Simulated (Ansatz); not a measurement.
Geometry optimisation, Ansatz 0.2.0, RKS PBE0-D4/def2-SVP.

input.yaml

```yaml
crystal:
  periodic: [false, false, false]
  atoms:
    - { symbol: B, position_ang: [0.0, 0.0, 0.0] }
    - { symbol: F, position_ang: [0.0, 0.0, 1.67] }
    - { symbol: Cl, position_ang: [1.6108, 0.0, -0.93] }
    - { symbol: Cl, position_ang: [-1.6108, 0.0, -0.93] }
    - { symbol: H, position_ang: [0.0623, -1.4126, 0.4698] }
    - { symbol: H, position_ang: [0.0491, -1.1133, 1.3144] }
basis:
  gaussian: { orbitals: def2-SVP }
hamiltonian:
  xc: pbe0
  dispersion: d4
relax:
  f_tol: 0.15
  max_steps: 25
  restrain:
    - { distance: [0, 4], at: 1.19, k: 30.0 }
    - { distance: [5, 1], at: 0.92, k: 30.0 }
    - { distance: [0, 1], at: 2.52, k: 30.0 }
    - { distance: [5, 4], at: 1.86, k: 30.0 }
```

Run as:

```bash
$ ansatz run input.yaml --threads 2 --pin off --max-ram 3072MiB --backend cpu --events-out ev --progress --plain --runs-dir out
```

Q: Where does it end, and by what steps?

A: The forces met the threshold. The restraints hold the end off the free minimum. After 7 steps the energy has fallen by 2.092 eV (the restraints' own energy left out); B1 moved furthest, 0.68 Å. Joined: F2–H6 (1.17 → 0.92 Å).

```csv
step,energy less start (eV),largest force component (eV/Å),accepted
0,0.0000,3.760,yes
1,-0.4968,4.326,yes
2,-1.3481,3.157,yes
3,-1.7913,1.623,yes
4,-2.0180,1.034,yes
5,-1.9530,1.683,no
6,-2.0893,0.268,yes
7,-2.0917,0.224,yes
```

```xyz
6
Properties=species:S:1:pos:R:3
B 0.017 -0.498 -0.461
F 0.017 0.015 2.008
Cl 1.523 0.220 -0.949
Cl -1.508 0.185 -0.940
H 0.031 -1.555 0.098
H 0.033 -0.893 1.839
```

The run took 12 s on 2 threads of Arm Neoverse V1 (shared host), peak memory 0.14 GiB.
